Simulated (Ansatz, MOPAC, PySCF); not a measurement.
System: GeO2 (charge 0, singlet). SMILES: [O]=[Ge]=[O]
Structure (B3LYP-D3(BJ)/def2-TZVP (Ansatz, an electronic-structure program) minimum search):
```
Ge
O 1 1.6240
O 1 1.6240 2 180.00
```

Quantity: vertical ionisation energy to the doublet, in eV. Terms: 6-31G* and kin with 6d, 5d where marked; valence correlation only (noble-gas shells and the d and f shells of earlier blocks); dispersion terms only where a functional's name holds one; each state is the SCF solution reached for its charge and spin; LANL2DZ with its own core potentials from Na on; spin-orbit terms left out; non-relativistic; UHF or UKS for open shells; PM7 with its own dispersion and hydrogen-bond terms. Ab initio and DFT rows: single points at B3LYP-D3(BJ) geometries (Ansatz). Semi-empirical rows: differences of heats of formation at the shared geometry for vertical values. A UHF reference is markedly spin-contaminated in at least one set, which strains HF and MP2.

```json
[
 {"level": "PM3", "program": "MOPAC", "vertical ionisation energy to the doublet (eV)": "9.50"},
 {"level": "PM7", "program": "MOPAC", "vertical ionisation energy to the doublet (eV)": "9.81"},
 {"level": "MNDO", "program": "MOPAC", "vertical ionisation energy to the doublet (eV)": "9.52"},
 {"level": "HF/6-31G*", "program": "Ansatz", "vertical ionisation energy to the doublet (eV)": "10.25"},
 {"level": "PBE/6-31G*", "program": "Ansatz", "vertical ionisation energy to the doublet (eV)": "11.49"},
 {"level": "PBE/6-31G* with LANL2DZ past Ar", "program": "Ansatz", "vertical ionisation energy to the doublet (eV)": "11.38"},
 {"level": "B3LYP/STO-3G", "program": "Ansatz", "vertical ionisation energy to the doublet (eV)": "7.45"},
 {"level": "B3LYP/3-21G", "program": "Ansatz", "vertical ionisation energy to the doublet (eV)": "10.80"},
 {"level": "B3LYP/6-31G* with LANL2DZ past Ar", "program": "Ansatz", "vertical ionisation energy to the doublet (eV)": "11.48"},
 {"level": "MP2/6-31G*", "program": "Ansatz", "vertical ionisation energy to the doublet (eV)": "13.04"},
 {"level": "M06-2X/def2-TZVPD", "program": "PySCF", "vertical ionisation energy to the doublet (eV)": "12.09"},
 {"level": "wB97M-V/def2-TZVPD", "program": "Ansatz", "vertical ionisation energy to the doublet (eV)": "12.03"},
 {"level": "wB97X-V/def2-TZVPD", "program": "Ansatz", "vertical ionisation energy to the doublet (eV)": "12.02"}
]
```

No value to compare with is used here. The 10 habitual levels span 7.45 (B3LYP/STO-3G) to 13.04 eV (MP2/6-31G*); M06-2X/def2-TZVPD gives 12.09.

The levels are drawn from those run, B3LYP/6-31G* more often than the rest, none by its result; left out are runs that failed, that the program found above a lower state of the same kind, or whose <S^2> lies over 0.5 above the pure value.
